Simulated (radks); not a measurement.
Q: Coherent X-ray form factor from a spherical all-electron density. All-electron calculation, non-relativistic Kohn-Sham, exchange-only PBE, spin-polarised, spherical densities, point nucleus. Program: a radial shooting solver on a logarithmic mesh with Libxc functionals.

sin(theta)/lambda (1/angstrom),f0 (electrons)
0.05,2.962
0.1,2.855
0.15,2.697
0.2,2.514
0.25,2.327
0.3,2.154
0.4,1.876
0.5,1.686
0.6,1.549
0.8,1.326
1,1.111
1.25,0.862
1.5,0.654
2,0.371

The species is in the configuration that NIST lists as its ground one. Which atom or ion scatters so?

A: The carbon ion C3+, [He] 2s1. Extrapolating in s^2 from the first two rows gives f0(0) = 3.0, near the electron count 3; among species with that count, the fall with angle is slower the higher Z, and the table is that of Z = 6; from so few rows the species is fixed only to a neighbour or two.
